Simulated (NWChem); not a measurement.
Program: NWChem. System: CHF, charge 0, spin multiplicity 1, at a geometry optimised with B3LYP/def2-SVP. The structure started from a generated list of species. Level: CR-CCSD(T)/STO-3G, 2 core orbitals frozen.

Input file:

```
start mol
memory heap 100 mb stack 700 mb global 1900 mb
geometry units angstroms nocenter noautoz
  C      0.560614    -0.452685     0.000000
  F     -0.526559     0.264219     0.000000
  H      1.375343     0.338134     0.000000
  symmetry group Cs
end
basis spherical
  * library sto-3g
end
scf
  rhf
  nopen 0
  maxiter 100
  thresh 1e-7
  semidirect memsize 60000000 filesize 0
end
tce
  freeze core 2
  cr-ccsd(t)
  2eorb
  2emet 13
  thresh 1e-6
  maxiter 100
  tilesize 24
end
task tce energy
```

NWChem printed:

```
             Northwest Computational Chemistry Package (NWChem) 7.3.0
             --------------------------------------------------------

                                NWChem Input Module
                                -------------------

 Scaling coordinates for geometry "geometry" by  1.889725989
 (inverse scale =  0.529177249)

 Turning off AUTOSYM since
 SYMMETRY directive was detected!

                             Geometry "geometry" -> ""
                             -------------------------

 Output coordinates in angstroms (scale by  1.889725989 to convert to a.u.)

  No.       Tag          Charge          X              Y              Z
 ---- ---------------- ---------- -------------- -------------- --------------
    1 C                    6.0000     0.56061400    -0.45268500     0.00000000
    2 F                    9.0000    -0.52655900     0.26421900     0.00000000
    3 H                    1.0000     1.37534300     0.33813400     0.00000000

 Effective nuclear repulsion energy (a.u.)      27.2415741339

            Nuclear Dipole moment (a.u.)
            ----------------------------
        X                 Y               Z
 ---------------- ---------------- ----------------
    -0.0000075589    -0.0000094486     0.0000000000

      Symmetry information
      --------------------

 Group name             Cs
 Group number              2
 Group order               2
 No. of unique centers     3

      Symmetry unique atoms

     1    2    3


 Summary of "ao basis" -> "" (spherical)
 ------------------------------------------------------------------------------
       Tag                 Description            Shells   Functions and Types
 ---------------- ------------------------------  ------  ---------------------
 *                           sto-3g                   on all atoms

 Summary of "ao basis" -> "ao basis" (spherical)
 ------------------------------------------------------------------------------
       Tag                 Description            Shells   Functions and Types
 ---------------- ------------------------------  ------  ---------------------
 C                           sto-3g                  3        5   2s1p
 F                           sto-3g                  3        5   2s1p
 H                           sto-3g                  1        1   1s

                                 NWChem SCF Module
                                 -----------------

  ao basis        = "ao basis"
  functions       =    11
  atoms           =     3
  closed shells   =     8
  open shells     =     0
  charge          =   0.00
  wavefunction    = RHF
  use symmetry    = T
  symmetry adapt  = T

 Summary of "ao basis" -> "ao basis" (spherical)
 ------------------------------------------------------------------------------
       Tag                 Description            Shells   Functions and Types
 ---------------- ------------------------------  ------  ---------------------
 C                           sto-3g                  3        5   2s1p
 F                           sto-3g                  3        5   2s1p
 H                           sto-3g                  1        1   1s

      Symmetry analysis of basis
      --------------------------

        a'          9
        a"          2

 Forming initial guess at       0.0s

      Superposition of Atomic Density Guess
      -------------------------------------

 Sum of atomic energies:        -135.64626637

      Non-variational initial energy
      ------------------------------

 Total energy =    -135.559493
 1-e energy   =    -244.061449
 2-e energy   =      81.260383
 HOMO         =      -0.065452
 LUMO         =       0.144657

      Symmetry analysis of molecular orbitals - initial
      -------------------------------------------------

  Numbering of irreducible representations:

     1 a'          2 a"

  Orbital symmetries:

     1 a'          2 a'          3 a'          4 a'          5 a'
     6 a"          7 a'          8 a'          9 a"         10 a'
    11 a'

 Starting SCF solution at       0.0s

 ----------------------------------------------
         Quadratically convergent ROHF

 Convergence threshold     :          1.000E-07
 Maximum no. of iterations :          100
 Final Fock-matrix accuracy:          1.000E-09
 ----------------------------------------------

              iter       energy          gnorm     gmax       time
             ----- ------------------- --------- --------- --------
                 1     -135.8530263317  5.14D-01  2.36D-01      0.0
                 2     -135.8787588444  1.15D-01  6.14D-02      0.0
                 3     -135.8807012997  1.02D-02  8.47D-03      0.0
                 4     -135.8807244454  4.74D-05  2.41D-05      0.0
                 5     -135.8807244456  5.92D-09  3.59D-09      0.0

       Final RHF  results
       ------------------

         Total SCF energy =   -135.880724445581
      One-electron energy =   -243.167237322963
      Two-electron energy =     80.044938743511
 Nuclear repulsion energy =     27.241574133872

        Time for solution =      0.0s

       Symmetry analysis of molecular orbitals - final
       -----------------------------------------------

  Numbering of irreducible representations:

     1 a'          2 a"

  Orbital symmetries:

     1 a'          2 a'          3 a'          4 a'          5 a'
     6 a"          7 a'          8 a'          9 a"         10 a'
    11 a'

             Final eigenvalues
             -----------------

              1
    1  -26.0356
    2  -11.0702
    3   -1.5848
    4   -0.8180
    5   -0.6304
    6   -0.5600
    7   -0.5350
    8   -0.3046
    9    0.2383
   10    0.6331
   11    0.6903

                       ROHF Final Molecular Orbital Analysis
                       -------------------------------------

 Vector    6  Occ=2.000000D+00  E=-5.599983D-01  Symmetry=a"
              MO Center= -4.1D-01,  1.9D-01, -6.3D-17, r^2= 5.1D-01
   Bfn.  Coefficient  Atom+Function         Bfn.  Coefficient  Atom+Function
  ----- ------------  ---------------      ----- ------------  ---------------
    10      0.921223  2 F  pz                 5      0.280696  1 C  pz

 Vector    7  Occ=2.000000D+00  E=-5.350259D-01  Symmetry=a'
              MO Center=  1.4D-01, -4.3D-03,  2.9D-17, r^2= 1.3D+00
   Bfn.  Coefficient  Atom+Function         Bfn.  Coefficient  Atom+Function
  ----- ------------  ---------------      ----- ------------  ---------------
     8      0.722352  2 F  px                 3     -0.325500  1 C  px
    11     -0.315476  3 H  s                  2     -0.289008  1 C  s
     4      0.200169  1 C  py                 9      0.194934  2 F  py

 Vector    8  Occ=2.000000D+00  E=-3.046102D-01  Symmetry=a'
              MO Center=  4.7D-01, -5.0D-01,  1.1D-17, r^2= 1.1D+00
   Bfn.  Coefficient  Atom+Function         Bfn.  Coefficient  Atom+Function
  ----- ------------  ---------------      ----- ------------  ---------------
     4      0.666103  1 C  py                 2     -0.595997  1 C  s
     9     -0.449912  2 F  py                11      0.360653  3 H  s

 Vector    9  Occ=0.000000D+00  E= 2.383097D-01  Symmetry=a"
              MO Center=  4.5D-01, -3.8D-01,  1.1D-17, r^2= 8.4D-01
   Bfn.  Coefficient  Atom+Function         Bfn.  Coefficient  Atom+Function
  ----- ------------  ---------------      ----- ------------  ---------------
     5      0.970200  1 C  pz                10     -0.414037  2 F  pz

 Vector   10  Occ=0.000000D+00  E= 6.331074D-01  Symmetry=a'
              MO Center=  7.3D-01, -1.8D-01,  1.3D-18, r^2= 1.1D+00
   Bfn.  Coefficient  Atom+Function         Bfn.  Coefficient  Atom+Function
  ----- ------------  ---------------      ----- ------------  ---------------
     3      1.055311  1 C  px                11     -0.892549  3 H  s
     9     -0.330084  2 F  py                 7      0.326277  2 F  s
     8      0.273343  2 F  px                 2      0.225081  1 C  s
     4      0.217572  1 C  py

 Vector   11  Occ=0.000000D+00  E= 6.902735D-01  Symmetry=a'
              MO Center=  4.8D-01,  3.6D-02,  1.6D-17, r^2= 9.5D-01
   Bfn.  Coefficient  Atom+Function         Bfn.  Coefficient  Atom+Function
  ----- ------------  ---------------      ----- ------------  ---------------
     2      0.893068  1 C  s                  4      0.841460  1 C  py
    11     -0.764892  3 H  s                  8     -0.596288  2 F  px
     7     -0.498644  2 F  s                  9      0.295578  2 F  py
     3     -0.264629  1 C  px                 1     -0.159789  1 C  s

 center of mass
 --------------
 x =  -0.11160827 y =  -0.00423345 z =   0.00000000

 moments of inertia (a.u.)
 ------------------
          13.928805546336          18.655641493350           0.000000000000
          18.655641493350          38.688066874802           0.000000000000
           0.000000000000           0.000000000000          52.616872421138

  Mulliken analysis of the total density
  --------------------------------------

    Atom       Charge   Shell Charges
 -----------   ------   -------------------------------------------------------
    1 C    6     5.88   2.00  1.63  2.25
    2 F    9     9.12   2.00  1.94  5.18
    3 H    1     1.00   1.00

       Multipole analysis of the density wrt the origin
       ------------------------------------------------

     L   x y z        total         open         nuclear
     -   - - -        -----         ----         -------
     0   0 0 0     -0.000000      0.000000     16.000000

     1   1 0 0      0.091812      0.000000     -0.000008
     1   0 1 0      0.445028      0.000000     -0.000009
     1   0 0 1      0.000000      0.000000      0.000000

     2   2 0 0     -7.570485      0.000000     22.400130
     2   1 1 0      0.788914      0.000000     -8.248377
     2   1 0 1      0.000000      0.000000      0.000000
     2   0 2 0     -8.713604      0.000000      7.042789
     2   0 1 1     -0.000000      0.000000      0.000000
     2   0 0 2     -6.434668      0.000000      0.000000

                   NWChem Extensible Many-Electron Theory Module
                   ---------------------------------------------


            General Information
            -------------------
      Number of processors :     1
         Wavefunction type : Restricted Hartree-Fock
          No. of electrons :    16
           Alpha electrons :     8
            Beta electrons :     8
           No. of orbitals :    22
            Alpha orbitals :    11
             Beta orbitals :    11
        Alpha frozen cores :     2
         Beta frozen cores :     2
     Alpha frozen virtuals :     0
      Beta frozen virtuals :     0
         Spin multiplicity : singlet
    Number of AO functions :    11
       Number of AO shells :     7
        Use of symmetry is : on
      Symmetry adaption is : on
         Schwarz screening : 0.10D-09

          Correlation Information
          -----------------------
          Calculation type : Coupled-cluster singles & doubles w/ perturbation
   Perturbative correction : Completely renormalized (T)
            Max iterations :      100
        Residual threshold : 0.10D-05
     T(0) DIIS level shift : 0.00D+00
     L(0) DIIS level shift : 0.00D+00
     T(1) DIIS level shift : 0.00D+00
     L(1) DIIS level shift : 0.00D+00
     T(R) DIIS level shift : 0.00D+00
     T(I) DIIS level shift : 0.00D+00
   CC-T/L Amplitude update :  5-th order DIIS
                I/O scheme : Global Array Library
        L-threshold :  0.10D-05
        EOM-threshold :  0.10D-05
 no EOMCCSD initial starts read in
 TCE RESTART OPTIONS
 SLICE:      F
 D4D5:       F
 quantumc:   F
 qrotation:  F
 pwtce:      F
 qducc:      F
 nacto:                         0
 nrotv:                         0
 nrot:                          0

            Memory Information
            ------------------
          Available GA space size is     249036679 doubles
          Available MA space size is     104856724 doubles

 Maximum block size supplied by input
 Maximum block size        24 doubles

 tile_dim =      5

 -------------------------------------------------
   1    alpha     a'     5 doubles       0       1
   2    alpha     a"     1 doubles       5       2
   3    beta      a'     5 doubles       6       1
   4    beta      a"     1 doubles      11       2
   5    alpha     a'     2 doubles      12       5
   6    alpha     a"     1 doubles      14       6
   7    beta      a'     2 doubles      15       5
   8    beta      a"     1 doubles      17       6

 Global array virtual files algorithm will be used

 Parallel file system coherency ......... OK

 4-electron integrals stored in orbital form

 v2    file size   =             1381
 4-index algorithm nr.  13 is used
 imaxsize =       30
 imaxsize ichop =        0


CCSD iterations
 ---------------------------------------------------------
 Iter          Residuum       Correlation     Cpu    Wall
 ---------------------------------------------------------
    1   0.0950264602952  -0.0655509823537     0.0     0.0
    2   0.0358705300443  -0.0794843165103     0.0     0.0
    3   0.0177817253061  -0.0838565501168     0.0     0.0
    4   0.0099501423912  -0.0859473277172     0.0     0.0
    5   0.0064084317530  -0.0868537661496     0.0     0.0
    6   0.0022577414904  -0.0879487410873     0.0     0.0
    7   0.0013487405071  -0.0880190032055     0.0     0.0
    8   0.0009125614970  -0.0879998735210     0.0     0.0
    9   0.0006596185140  -0.0880102682249     0.0     0.0
   10   0.0004780298924  -0.0880104278052     0.0     0.0
   11   0.0000655668719  -0.0880211248329     0.0     0.0
   12   0.0000263522078  -0.0880294202496     0.0     0.0
   13   0.0000144331398  -0.0880322180248     0.0     0.0
   14   0.0000088815673  -0.0880335321349     0.0     0.0
   15   0.0000059013209  -0.0880341681993     0.0     0.0
   16   0.0000017480668  -0.0880349907481     0.0     0.0
   17   0.0000009699549  -0.0880350878913     0.0     0.0
 -----------------------------------------------------------------
 Iterations converged
 CCSD correlation energy / hartree =        -0.088035087891279
 CCSD total energy / hartree       =      -135.968759533471967

 Singles contributions

 Doubles contributions
     9a"  (alpha)     9a"  (beta ) ---     8a'  (alpha)     8a'  (beta )       -0.1141340342
 CR-CCSD(T)

 CR-CCSD[T]  correction energy / hartree =        -0.005760703649268
 CR-CCSD[T] correlation energy / hartree =        -0.093795791540547
 CR-CCSD[T] total energy / hartree       =      -135.974520237121226
 CR-CCSD(T)  correction energy / hartree =        -0.004511017963019
 CR-CCSD(T) correlation energy / hartree =        -0.092546105854298
 CR-CCSD(T) total energy / hartree       =      -135.973270551434979

 Task  times  cpu:        0.2s     wall:        0.2s

 Total times  cpu:        0.2s     wall:        0.2s
```
